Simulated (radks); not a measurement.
Values are calculated unless marked as measured or tabulated.
Spherical quantum dot in the effective-mass picture: electrons in a well V = -V0 / (1 + exp((r - R)/a)) with V0 = 27.4, R = 2.13, a = 0.2, all in effective atomic units (hartree* = m*/eps^2 hartree, bohr* = eps/m* bohr), one dielectric constant everywhere. Level of theory: non-relativistic Kohn-Sham, PBE, spin-polarised, spherical densities (a radial shooting solver with Libxc functionals). Levels are named by radial order and angular momentum (1s, 1p, 1d, 2s, ...), and open shells are averaged over m.

N = 19, configuration 1s2 1p6 1d10 2s(up 1, down 0). This is the lowest configuration that the search found. Occupied and some empty levels:

level    occupation  eigenvalue (hartree*)  <r> (bohr*)
1s up             1                -13.217        1.206
1s down           1                -13.172        1.222
1p up             3                -12.343        1.336
1p down           3                -12.326        1.338
1d up             5                -11.069        1.430
1d down           5                -11.057        1.430
2s up             1                -9.7446        1.048
2s down           0                -9.5518        1.064
1f up             0                -9.4674        1.506
1f down           0                -9.4553        1.505
2p up             0                -7.7565        1.216
2p down           0                -7.6711        1.227
1g up             0                -7.5828        1.572
1g down           0                -7.5685        1.572

Energy (hartree*): total -336.593, kinetic 48.360, external -491.07, Hartree 120.03, exchange-correlation -13.914.

Electron density:

r (bohr*)  n(r) (e/bohr*^3)
0.127                0.6408
0.268                0.6129
0.408                0.5839
0.549                0.5777
0.690                0.6152
0.831                0.7045
0.972                0.8289
1.11                 0.9443
1.25                 0.9909
1.40                 0.9190
1.54                 0.7243
1.68                 0.4658
1.82                 0.2359
1.96                0.09237
2.10                0.02800
2.24               0.006756
2.38               0.001381
2.52              0.0002542
2.66             0.00004447
2.81              7.677e-06
